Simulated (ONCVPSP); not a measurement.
# Se (Z = 34): excitation energies, all-electron against ONCV

- Element: selenium (Se)
- Generator: ONCVPSP 4.0.1
- Type: optimised norm-conserving Vanderbilt (ONCV)
- Functional: PBE
- Relativity: scalar-relativistic
- Frozen core: [Ne]
- Valence charge: 24
- Reference configuration: 3s2 3p6 3d10 4s2 4p4
- Partial waves: 3s+4s: rc 0.80 bohr, ncon 3, nbas 6, qcut 13.3 1/bohr, 2 projectors; 3p+4p: rc 1.10 bohr, ncon 3, nbas 7, qcut 9.9 1/bohr, 2 projectors; 3d: rc 1.15 bohr, ncon 4, nbas 9, qcut 14.2 1/bohr, 1 projector
- Local potential: polynomial inside 0.50 bohr (lpopt 5, dvloc0 6 Ha)
- Core correction: polynomial model core, fcfact 0.75

Energies are relative to the spin-unpolarised reference configuration 3s2 3p6 3d10 4s2 4p4; without spin polarisation the order of configurations can differ from experiment.

```tsv
valence configuration	charge	ΔE all-electron (eV)	error AE − PS (meV)
3s2 3p6 3d10 4s2 4p3	+1	10.845	-1.3
3s2 3p6 3d10 4s2 4p1	+3	62.062	-9.5
3s2 3p6 3d10 4s1 4p4	+1	22.382	-2.2
```

**Question.** What are ΔE and the potential's error for 3s2 3p6 3d10 4s2 4p2?

**Answer.** ΔE = 31.194 eV all-electron; the error (AE − PS) is -4.2 meV.
